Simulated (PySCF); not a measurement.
A GIAO shielding run with PySCF 2.14.0 with density-fitted response routines (density fitting, non-relativistic, gas phase) on `FC[C@@H]1CN[Si@H](CF)N1`, C$_{4}$H$_{10}$F$_{2}$N$_{2}$Si:

```
$ OMP_NUM_THREADS=1 python probes_run.py task.json out

{"job": {"kind": "nmr", "xc": "PBE0", "basis": "pcSseg-1"}, "charge": 0, "multiplicity": 1}
F     -2.028034    -2.104551    -0.491012
C     -1.757003    -0.773308    -0.702773
C     -1.385751    -0.096480     0.620628
C     -1.040095     1.375652     0.381928
N      0.350723     1.397282    -0.016422
Si     1.222780     0.187675     0.850815
C      2.542441    -0.567557    -0.310388
F      3.349246    -1.416367     0.423556
N     -0.208340    -0.689575     1.207641
H     -0.917211    -0.722700    -1.401323
H     -2.657432    -0.334877    -1.143213
H     -2.234481    -0.193034     1.309889
H     -1.207418     1.938349     1.308605
H     -1.668658     1.804976    -0.403498
H      0.702414     2.325802    -0.179800
H      1.860794     0.546407     2.122064
H      2.133010    -1.168512    -1.125657
H      3.209047     0.185119    -0.735456
H     -0.275837    -1.685049     1.337612
```

Hardware: 1 thread of an Arm Neoverse N1, shared host. The job also computes population analyses, field gradients, ring-centre shieldings.

(1) How large is the calculation?

(2) How long does it take, and how much memory does it need?

Answers

(1) 80 electrons, 210 basis functions and 1103 auxiliary functions.

(2) 67 s of wall time, with 13 SCF cycles and 4 response iterations; peak memory 0.94 GiB. Times on a shared host scatter by some tens of per cent.
